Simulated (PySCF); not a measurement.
Harmonic spectrum computed at PBE0 in the def2-TZVP basis family (core potentials from Rb on, PySCF, no spin–orbit coupling):

| ω (cm⁻¹) | IR (km/mol, summed over degenerate members) | degeneracy |
| --- | --- | --- |
| 136 | 42.9 | 2 |
| 318 | 9.9 | 1 |
| 757 | 124 | 1 |

**Question.** Which molecule gave it? In each, all ligands are bound to the one heavy central atom.
A. SbSBr (singlet)
B. InSBr (singlet)
C. AlSBr (singlet)
D. ScSBr (singlet)

**Answer.** C. It has C∞v symmetry with Al–Br 2.216 Å, Al–S 1.998 Å.
